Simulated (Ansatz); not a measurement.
Consider the formal exchange of groups at a Ga–C bond: `B[CH2][GaH][CH3]` + `C#CF` → `[CH3][GaH][F]` + `BCC#C`.

Program: Ansatz. Geometries: PBE0-D4/def2-TZVP. ΔE: electronic, gas phase. CCSD(T)/CBS adds triple-zeta CCSD(T) − MP2 to the extrapolated MP2 energy (def2 sets, frozen cores). This one scheme is used for every species. For Ga outer-core shells are correlated without core-valence functions, which leaves a few kJ/mol of doubt a bond. Scalar relativity is left out up to krypton. Each species was taken in one conformer, which may not be the lowest.

```
           species  CCSD(T)/CBS(def2) energy (Eh)
`B[CH2][GaH][CH3]`                    -2029.64361
            `C#CF`                     -176.38388
   `[CH3][GaH][F]`                    -2064.23430
           `BCC#C`                     -141.86772
```

(1) Work out ΔE.

Largest T1 diagnostic among the species: 0.013.

Answers

(1) ΔE = (-2064.23430) + (-141.86772) − (-2029.64361) − (-176.38388) = -0.07453 Eh = -195.7 kJ/mol.

The D4 term adds +5.0 kJ/mol with B3LYP and +2.8 kJ/mol with PBE0; it sums over pairs of atoms, weighted by their polarisabilities, and B3LYP, whose exchange is more repulsive, gets the larger term. In def2-TZVPP, CCSD(T) changes the Hartree–Fock value by +29.0 kJ/mol (the triples alone add +4.4 kJ/mol) and MP2 by +22.0 kJ/mol. From PBE to PBE0 (25 % exact exchange), in def2-TZVPP and without D4, ΔE moves by −6.2 kJ/mol.

B3LYP here is the variant with VWN-RPA as its local correlation; programs differ in this.
